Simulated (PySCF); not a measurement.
# Radial density of Ti²⁺ (titanium, charge +2)

MN15, [Ar] 3d2, high-spin 3F determinant. Computed with PySCF 2.14 in cc-pVDZ (6s5p3d1f, 43 functions), with the non-relativistic Hamiltonian (point nucleus).

```
r (bohr)  4πr²ρ (e/bohr)  4πr²(ρα − ρβ)
 0.00124          0.1307         0.0000
 0.00209          0.3561         0.0000
 0.00351          0.9465         0.0000
 0.00591           2.410        -0.0001
 0.00994           5.713        -0.0002
  0.0167           12.02        -0.0004
  0.0281           20.72        -0.0007
  0.0473           26.00        -0.0008
  0.0795           21.90        -0.0004
   0.134           20.59         0.0053
   0.225           27.95         0.0635
   0.379           15.92         0.3584
   0.637           8.254         1.0219
    1.07           9.241         1.3451
    1.80           2.209         0.6992
    3.03          0.1387         0.1111
    5.10        0.002968         0.0028
    8.57       0.0001086         0.0000
```
